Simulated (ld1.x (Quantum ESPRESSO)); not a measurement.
## Before and after: TM potential for bismuth

```
Element                 : Bi
Generator               : ld1.x (Quantum ESPRESSO) 7.5
Type                    : norm-conserving Troullier–Martins (Kleinman–Bylander form)
Functional              : PBE
Relativity              : scalar-relativistic
Frozen core             : [Xe] 4f14 5d10
Valence charge          : 5
Reference configuration : 6s2 6p3
Partial waves           : 6p (bound): rc 1.75 bohr; 6d channel at 0.2 Ry: rc 1.55 bohr; 6s (bound): rc 1.75 bohr
Local potential         : the s channel
Core correction         : a·sin(br)/r model core inside 1.35 bohr
```

Change: core correction none.

Cutoffs: the cutoffs (Ry, on a coarse ladder) from which the occupation-weighted sum of valence levels, in a spherical-Bessel basis at the reference potential, stays within 10 and 1 mRy of its value at 400 Ry; they do not see the model core or the augmentation charge, which bear on the density cutoff. Errors are all-electron minus pseudo energies relative to the spin-unpolarised reference configuration.

Question: Predict the effect on cutoff, ghosts and configuration errors.

Answer: The potential gets neither clearly harder nor softer (45 Ry and 100 Ry → 45 Ry and 100 Ry); both files keep a bound ghost (p); of the 7 tests that both files solve, the error grows in 1 and shrinks in 6 by more than 15 % and 0.3 meV (median size 58.0 → 9.9 meV).

```tsv
quantity	base	changed
cutoff, loose	45 Ry	45 Ry
cutoff, tight	100 Ry	100 Ry
bound ghosts	p	p
error for 6s2 6p2, meV [ΔE 7.91 eV]	-12	-0.5
error for 6s2 6p1, meV [ΔE 23.16 eV]	-79	+9.9
error for 6s2 6p0, meV [ΔE 46.50 eV]	-281	+106
error for 6s1 6p3, meV [ΔE 18.73 eV]	-58	+27
error for 6s2 6p2.5, meV [ΔE 3.10 eV]	-2.8	-0.7
error for 6s1 6p0, meV [ΔE 91.91 eV]	-922	+162
error for 6s2 6p3.3, meV [ΔE -1.09 eV]	+0.3	+0.7
s: phases at 1.89 bohr within 0.05 rad from the reference energy up to (Ry; the scan ends near 5)	3.7	3.7
p: phases at 1.89 bohr within 0.05 rad from the reference energy up to (Ry; the scan ends near 5)	0.8	0.8
d: phases at 1.89 bohr within 0.05 rad from the reference energy up to (Ry; the scan ends near 5)	2.8	2.8
```

 A true bound ghost makes a file unfit for plane-wave use even where its test errors are small: the radial tests pick states by their node count and pass the ghost by.
